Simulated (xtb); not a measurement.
xtb input (GFN2-xTB):

```bash
xtb mol.xyz --gfn 2 --ohess tight --chrg -1 --uhf 0
```
mol.xyz:
```
5

Ga     0.38245464     0.27082652     0.46003398
O      1.22862194    -0.13381679    -1.07180549
H      1.40324476     0.43071196    -1.82611628
O     -1.27994554    -0.39058875     0.77801681
H     -1.77847870    -0.28423504     1.56497638
```

End of the output:

```
optimized geometry written to: xtbopt.xyz

           -------------------------------------------------
          | TOTAL ENERGY              -10.639071141288 Eh   |
          | TOTAL ENTHALPY            -10.610864397990 Eh   |
          | TOTAL FREE ENERGY         -10.644868373561 Eh   |
          | GRADIENT NORM               0.000518321720 Eh/α |
          | HOMO-LUMO GAP               5.749949371612 eV   |
           -------------------------------------------------

------------------------------------------------------------------------
------------------------------------------------------------------------
 total:
 SCF:
 ANC optimizer:
 analytical hessian:
```
